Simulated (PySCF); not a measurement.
C₆H₁₀N (charge +1).
Cartesian coordinates in Å at the GFN2-xTB level; atoms count from 1:
```xyz
17
C6H10N angstrom
C      2.0875    0.8068    1.6941
C      1.5696    0.5380    0.6495
C      0.8742    0.1977   -0.5830
C     -0.3882    1.0683   -0.7615
C     -1.5303    0.2414   -0.1490
N     -0.8637   -0.9654    0.4196
C      0.2965   -1.2153   -0.4707
H      2.5843    1.0605    2.5837
H      1.5637    0.2966   -1.4220
H     -0.2658    2.0274   -0.2623
H     -0.5739    1.2614   -1.8158
H     -2.0713    0.7771    0.6293
H     -2.2403   -0.0762   -0.9132
H     -1.4969   -1.7641    0.5142
H     -0.4840   -0.7280    1.3461
H      0.9887   -1.9338   -0.0331
H     -0.0570   -1.5805   -1.4360
```

The closed-shell SCF was solved with PySCF and density fitting under several settings on one GFN2-xTB geometry (grid level 2 and gas phase unless stated).

| settings | basis functions | SCF cycles | E (Eh) | HOMO (eV) | LUMO (eV) |
| --- | --- | --- | --- | --- | --- |
| B3LYP/def2-SVPD | 220 | 14 | -288.9026 | -11.81 | -4.71 |
| BHandHLYP/aug-cc-pVDZ, energy threshold 1e-08 Eh | 251 | 9 | -288.9467 | -13.06 | -4.07 |

Q: Estimate the rows for these settings: (1) HCTH407/6-311G**, damping 0.1 at the start, DIIS from the seventh cycle; (2) OLYP/MINI; (3) OLYP/pcSseg-1, level shift 0.2 Eh.

A: 
```
                                                               settings  basis functions  SCF cycles     E (Eh)  HOMO (eV)  LUMO (eV)
HCTH407/6-311G**, damping 0.1 at the start, DIIS from the seventh cycle              186          20  -289.1478     -10.88      -5.31
                                                              OLYP/MINI               45          13  -286.5648     -13.10      -5.85
                                      OLYP/pcSseg-1, level shift 0.2 Eh              169          11  -288.9381     -10.64      -5.25
```

Q: Over all rows, what range does the HOMO–LUMO gap span?

A: From 5.39 eV (OLYP/pcSseg-1, level shift 0.2 Eh) to 8.99 eV (BHandHLYP/aug-cc-pVDZ, energy threshold 1e-08 Eh). The functional of the narrowest has no exact exchange, that of the widest 50 % exact exchange.

Q: Compare two rows with the functional OLYP: OLYP/MINI and OLYP/pcSseg-1, level shift 0.2 Eh. Which energy is lower, and by how much?

A: OLYP/pcSseg-1, level shift 0.2 Eh (169 functions) lies 2.3733 Eh or 1489 kcal/mol below OLYP/MINI (45 functions).

Cycle counts include a coarse-grid stage where the run had one. All basis functions are spherical, in the Pople sets too.

One conformer stands for the species.
